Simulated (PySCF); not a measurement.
**Radial density of Be (beryllium, neutral)**

M06-2X, [He] 2p2, high-spin 3P determinant (an excited configuration). Calculation: PySCF 2.14, in ANO-RCC-VTZP; scalar relativity by spin-free X2C-1e.

| r (bohr) | 4πr²ρ (e/bohr) | 4πr²(ρα − ρβ) |
| --- | --- | --- |
| 0.00506 | 0.01084 | 0.0000 |
| 0.00852 | 0.02955 | 0.0000 |
| 0.0143 | 0.07941 | 0.0000 |
| 0.0241 | 0.2071 | 0.0000 |
| 0.0405 | 0.5134 | 0.0000 |
| 0.0682 | 1.166 | 0.0001 |
| 0.115 | 2.290 | 0.0005 |
| 0.193 | 3.550 | 0.0030 |
| 0.324 | 3.751 | 0.0160 |
| 0.546 | 2.181 | 0.0693 |
| 0.918 | 0.6644 | 0.2288 |
| 1.54 | 0.5399 | 0.5219 |
| 2.60 | 0.6190 | 0.6190 |
| 4.37 | 0.2426 | 0.2426 |
| 7.35 | 0.01578 | 0.0158 |
| 12.4 | 6.064e-05 | 0.0001 |

Densities and radii are taken from the X2C orbitals without a picture-change correction, which distorts them close to the nucleus.
